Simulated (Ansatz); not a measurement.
Calculated with Ansatz (gas phase, PBE0-D4/def2-TZVP geometries, no zero-point term in ΔE). CCSD(T)/CBS is the MP2 limit (def2-TZVPP, def2-QZVPP) plus CCSD(T) − MP2 in def2-TZVPP, frozen cores. This one scheme is used for every species. Functionals use def2-TZVPP. B3LYP here is the variant with VWN-RPA as its local correlation; programs differ in this. HSE06 is defined as in plane-wave codes. def2 core potentials past Kr. For Cd outer-core shells are correlated without core-valence functions, which leaves a few kJ/mol of doubt a bond. One conformer a species, not always the lowest.

Consider the ligand exchange at a Cd–S bond: `C[S][Cd][Cl]` + CH₃OH → `C[O][Cd][Cl]` + CH₃SH.

`C[S][Cd][Cl]`:

```xyz
7

C     0.289    1.223    0.198
S     1.260   -0.304    0.414
Cd   -0.233   -1.962   -0.237
Cl   -1.674   -3.615   -0.869
H    -0.589    1.243    0.841
H     0.950    2.038    0.493
H    -0.004    1.377   -0.840
```

CH₃OH:

```xyz
6

C     0.094    0.097    0.329
O    -0.332   -0.773   -0.694
H     0.152   -0.491    1.246
H    -0.610    0.922    0.498
H     1.088    0.519    0.132
H    -0.392   -0.275   -1.511
```

`C[O][Cd][Cl]`:

```xyz
7

C    -0.771    0.644   -0.602
O    -0.576    0.034    0.644
Cd    1.046   -0.981    1.079
Cl    2.853   -2.180    1.732
H    -0.018    1.411   -0.832
H    -0.787   -0.071   -1.437
H    -1.747    1.143   -0.584
```

CH₃SH:

```xyz
6

C    -0.491    0.021    0.014
S     1.164    0.618   -0.395
H    -0.708   -0.925   -0.480
H    -1.186    0.774   -0.357
H    -0.626   -0.075    1.091
H     1.846   -0.412    0.128
```

| level | ΔE (kcal/mol) | difference from CCSD(T)/CBS |
| --- | --- | --- |
| LDA (SPW92) | 20.5 | -0.4 |
| PBE-D4 | 20.0 | -0.9 |
| r2SCAN0-D4 | 21.7 | 0.8 |
| HSE06-D4 | 21.9 | 1.0 |
| ωB97X-V | 19.4 | -1.5 |
| B3LYP | 19.4 | -1.5 |
| HSE06 | 21.6 | 0.7 |
| LC-ωPBE | 19.3 | -1.6 |
| MP2/def2-QZVPP | 21.5 | 0.6 |
| MP2/CBS(def2) | 22.4 | 1.5 |
| CCSD(T)/CBS | 20.9 | 0 |

**Question.** What do rigid-rotor, harmonic-oscillator terms from PBE0-D4/def2-TZVP frequencies (298.15 K, 1 bar) make of the CCSD(T)/CBS value? (Best estimate.)

**Answer.** Computed: ΔZPE = -2.0 kcal/mol, ΔH = +18.8 kcal/mol, ΔS = -1 J/(mol·K), ΔG = +18.8 kcal/mol.

Largest T1 diagnostic among the species: 0.016.

From r2SCAN to r2SCAN0 (25 % exact exchange), in def2-TZVPP and without D4, ΔE moves by +1.9 kcal/mol. Leaving LDA and LC-ωPBE aside and taking each functional with its dispersion term where it has one, the values, not all of them listed here, spread over 3.7 kcal/mol, from BLYP-D4 to HSE06-D4. LDA lies +0.8 kcal/mol from PBE without D4. At CCSD(T), def2-SVP lies −2.5 kcal/mol from the extrapolated value and def2-TZVPP −1.5 kcal/mol.
